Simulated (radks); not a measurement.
The numbers below are computed, except where a source is named.
Tl77+, 4 electrons, occupied as [He] 2s2 (the NIST ground configuration).

Level of theory: scalar-relativistic Kohn-Sham, LB94 model potential, spin-polarised, spherical densities, finite nucleus; Fermi nuclear charge, rms radius 5.4759 fm (a radial shooting solver on a logarithmic mesh with Libxc functionals).

Energy parts (eV):
kinetic: 298929.51
electron-nucleus: -547022.84
Hartree: 6058.21
(The LB94 potential has no energy functional, so no total or exchange-correlation energy is given.)

Orbitals (lengths in bohr, moments of r in powers of bohr; <r^-3> diverges for s and p1/2; r(max) is where P^2 peaks; r(90%) holds 90 % of the orbital's charge):
| orbital | occ. | eigenvalue (eV) | r(max) | r(90%) | <r^-3> | <r> |
|---|---|---|---|---|---|---|
| 1s | 2 | -95937.65 | 0.01002 | 0.0297 | - | 0.01624 |
| 2s | 2 | -23906.84 | 0.05667 | 0.102 | - | 0.06609 |

The highest occupied level is 2s at -23907 eV. Summed over all electrons, <r^2> = 0.01105 bohr^2, which gives a Langevin (diamagnetic) susceptibility term of -0.00875 x 10^-6 cm^3/mol. For comparison, the ionisation energy in NIST's Atomic Spectra Database is 23850 eV (theoretical). In exact Kohn-Sham theory the highest level is minus the ionisation energy, but local and semilocal functionals leave it too shallow, through self-interaction and a potential that decays too fast; potentials with the right tail come closer. The electron density at the nucleus is 2.663e+06 e/bohr^3 (large components only). The density falls to 0.001 e/bohr^3 at r = 0.26 bohr.

Beside tabulated values, note that scalar-relativistic runs lack spin-orbit coupling.
